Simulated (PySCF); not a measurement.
Assignment exercise: C6H15BN2

Cartesian coordinates in Å; atom numbers follow the order of the lines, from 1:
```xyz
24

C     0.800   -1.653   -0.537
N     0.396   -0.437    0.178
C     0.292   -0.720    1.619
B    -1.043    0.156   -0.383
C    -0.948    1.698    0.126
C     0.559    1.977    0.308
C     1.315    0.714   -0.111
C     2.673    0.562    0.516
N     3.660    0.133   -0.154
H     1.786   -2.005   -0.195
H     0.840   -1.435   -1.610
H     0.042   -2.428   -0.363
H     0.002    0.190    2.157
H     1.244   -1.102    2.020
H    -0.494   -1.470    1.766
H    -1.927   -0.558    0.079
H    -0.953    0.051   -1.604
H    -1.484    1.887    1.070
H    -1.388    2.382   -0.615
H     0.808    2.226    1.355
H     0.927    2.823   -0.292
H     1.452    0.693   -1.201
H     2.747    0.860    1.581
H     4.504    0.103    0.426
```

- shieldings: GIAO PBE0/pcSseg-1
- geometry from PBE0-D3(BJ)/def2-SVP
- run in PySCF 2.14
- non-relativistic Hamiltonian, one conformer, no solvent model, one averaged value for each set of equivalent atoms

Referencing at the same level of theory: TMS for ¹³C and ¹H.

(1) Assign these signals to the numbered atoms. ¹³C{¹H} NMR (computed): δ 182.1 (CH), 75.4 (CH), 49.9 (CH3), 41.4 (CH3), 29.6 (CH2), 9.8 (CH2).

(2) Assign these signals to the numbered atoms. ¹H NMR (400 MHz, computed): δ 10.83 (br s, 1H), 7.84 (d, 1H), 3.00 (m, 1H), 2.54 (br, 1H), 2.50 (s, 3H), 2.46 (br, 1H), 2.22 (s, 3H), 2.16 (m, 1H), 1.69 (m, 1H), 1.08 (m, 1H), 0.91 (m, 1H).

## Answers

(1) 
| δ (ppm) | atoms | environment | reason |
| --- | --- | --- | --- |
| 182.1 | C8 | carbon bonded to C, N, H | – |
| 75.4 | C7 | carbon bonded to 2 C, N, H | – |
| 49.9 | C1 | carbon bonded to N, 3 H | – |
| 41.4 | C3 | carbon bonded to N, 3 H | – |
| 29.6 | C6 | carbon bonded to 2 C, 2 H | – |
| 9.8 | C5 | carbon bonded to C, B, 2 H | – |

(2) 
| δ (ppm) | atoms | environment | reason |
| --- | --- | --- | --- |
| 10.83 | H24 | hydrogen on a nitrogen bonded to C | – |
| 7.84 | H23 | hydrogen on a carbon bonded to C, N | – |
| 3.00 | H22 | hydrogen on a carbon bonded to 2 C, N | – |
| 2.54 | H16 | hydrogen on a boron bonded to C, N | – |
| 2.50 | H10/H11/H12 | hydrogen on a carbon bonded to N | – |
| 2.46 | H17 | hydrogen on a boron bonded to C, N | – |
| 2.22 | H13/H14/H15 | hydrogen on a carbon bonded to N | – |
| 2.16 | H21 | hydrogen on a carbon bonded to 2 C | – |
| 1.69 | H20 | hydrogen on a carbon bonded to 2 C | – |
| 1.08 | H19 | hydrogen on a carbon bonded to C, B | – |
| 0.91 | H18 | hydrogen on a carbon bonded to C, B | – |

H16 and H10/H11/H12; H10/H11/H12 and H17; H13/H14/H15 and H21 lie closer than the usual error of such a calculation, so a measured spectrum could show them in the other order.

OH/NH shifts are gas-phase values; hydrogen bonding in solution moves them, usually downfield. Hydrogens on boron are broadened and split by ¹¹B (spin 3/2, 80 %) and 10B (spin 3). A carbon bonded to boron is broadened by the quadrupolar boron nucleus and is often missing from a measured spectrum. Shifts are as computed. Against solution values, carbons near 30 ppm lie about +2 ppm off and those near 130 ppm about +5 ppm. Of 1313 compounds with measured shifts, 239 miss one by over three times the rms of a fit or turn the order of signals round; such compounds aren't used in these exercises. Multiplicities follow the n + 1 count of equivalent neighbours, as no J values were calculated; m marks all less simple cases, F and P coupling included.
